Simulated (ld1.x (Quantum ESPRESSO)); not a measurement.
**Kr (Z = 36): one change to a TM potential, before and after**

```
Element                 : Kr
Generator               : ld1.x (Quantum ESPRESSO) 7.5
Type                    : norm-conserving Troullier–Martins (Kleinman–Bylander form)
Functional              : LDA (PZ)
Relativity              : scalar-relativistic
Frozen core             : [Ar] 3d10
Valence charge          : 8
Reference configuration : 4s2 4p4 (charge +2)
Partial waves           : 4s (bound): rc 0.95 bohr; 4p (bound): rc 1.30 bohr; 4d channel at 0.1 Ry: rc 1.40 bohr
Local potential         : the d channel
Core correction         : none
```

Change: all radii scaled by about 0.90 (s 0.86, p 1.18, d 1.26 bohr).

Cutoffs: the cutoffs (Ry, on a coarse ladder) from which the occupation-weighted sum of valence levels, in a spherical-Bessel basis at the reference potential, stays within 10 and 1 mRy of its value at 400 Ry; they do not see the model core or the augmentation charge, which bear on the density cutoff. Errors are all-electron minus pseudo energies relative to the spin-unpolarised reference configuration.

**Question.** How do hardness, ghosts and transferability respond?

**Answer.** A bound ghost appears in s, which as a rule spoils a file; of the 8 tests that both files solve, the error grows in 6 and shrinks in 0 by more than 15 % and 0.3 meV (median size 28.4 → 37.7 meV). That the errors move this way runs against the usual rule that smaller radii transfer better.

```csv
quantity,base,changed
"cutoff, loose",230 Ry,over 300 Ry
"cutoff, tight",over 300 Ry,over 300 Ry
loose cutoff by channel (10 mRy a level),"s 200 Ry, p 25 Ry","s 300 Ry, p 70 Ry"
bound ghosts,none,s
"error for 4s2 4p6, meV [ΔE -39.77 eV]",+20,+33
"error for 4s2 4p5, meV [ΔE -25.34 eV]",+10,+14
"error for 4s2 4p3, meV [ΔE 37.27 eV]",+6.4,+13
"error for 4s1 4p6, meV [ΔE -10.80 eV]",+37,+60
"error for 4s2 4p5.5, meV [ΔE -33.84 eV]",+16,+24
"error for 4s2 4p2, meV [ΔE 87.35 eV]",+64,+97
"error for 4s2 4p4 (spin-polarised), meV [ΔE -0.81 eV]",+144,+147
"error for 4s2 4p5 (spin-polarised), meV [ΔE -25.51 eV]",+38,+43
```

 A true bound ghost makes a file unfit for plane-wave use even where its test errors are small: the radial tests pick states by their node count and pass the ghost by.
